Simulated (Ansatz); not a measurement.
`[GeH3][O][GeH3]` + `NC1=C[SiH2]1` → `[GeH3][NH]C1=C[SiH2]1` + `[OH][GeH3]` at 298.15 K and 1 bar (ligand exchange at a Ge–O bond).

Computed with Ansatz on PBE0-D4/def2-TZVP structures; ΔE is electronic, products minus reactants. CCSD(T)/CBS adds triple-zeta CCSD(T) − MP2 to the extrapolated MP2 energy (def2 sets, frozen cores). For Ge outer-core shells are correlated without core-valence functions, which leaves a few kJ/mol of doubt a bond. Scalar relativity is left out up to krypton. Each species was taken in one conformer, which may not be the lowest.

```json
{"species": "`[GeH3][O][GeH3]`", "CCSD(T)/CBS energy (Eh)": "-4231.02116", "H − E (kJ/mol)": "152.7", "S (J/(mol·K))": "349.7"}
{"species": "`NC1=C[SiH2]1`", "CCSD(T)/CBS energy (Eh)": "-422.82137", "H − E (kJ/mol)": "185.0", "S (J/(mol·K))": "294.4"}
{"species": "`[GeH3][NH]C1=C[SiH2]1`", "CCSD(T)/CBS energy (Eh)": "-2500.13796", "H − E (kJ/mol)": "226.5", "S (J/(mol·K))": "365.0"}
{"species": "`[OH][GeH3]`", "CCSD(T)/CBS energy (Eh)": "-2153.69723", "H − E (kJ/mol)": "109.3", "S (J/(mol·K))": "272.0"}
```

H − E and S are ideal-gas, rigid-rotor, harmonic terms from PBE0-D4/def2-TZVP, for one conformer and one mirror image of each species. 1 Eh = 2625.50 kJ/mol, R = 8.31446 J/(mol·K).

Q: By hand: ΔE, ΔH, ΔS and ΔG.

A: ΔE = (-2500.13796) + (-2153.69723) − (-4231.02116) − (-422.82137) = 0.00734 Eh = 19.3 kJ/mol. Δ(H − E) = 226.5 + 109.3 − 152.7 − 185.0 = -1.9, so ΔH = 17.4 kJ/mol. ΔS = 365.0 + 272.0 − 349.7 − 294.4 = -7.1 J/(mol·K). ΔG = 17.4 − 298.15 × (-7.1)/1000 = 19.5 kJ/mol.

Q: By hand: the equilibrium constant, and the temperature at which ΔG would vanish if ΔH and ΔS stayed fixed.

A: log₁₀ K = −ΔG/(RT ln 10) = -3.4. ΔH and −TΔS have one sign here, so there is no such temperature.

The number of gas molecules stays the same, so ΔS is small and ΔH decides. A doubt of 5 kJ/mol in ΔE shifts log₁₀ K by 0.9 here. Other conformers and mirror images would add mixing entropy, several J/(mol·K) or more a flexible species. Modes under 60 cm⁻¹, often nearly free rotors, make the harmonic entropy too high. These are equilibria of isolated gas molecules and say nothing of rates. Largest T1 diagnostic: 0.013 (customary marks: 0.02 for closed shells, 0.045 for open ones).

ΔS is within the doubt of such terms, so its sign, and with it that verdict, could turn.
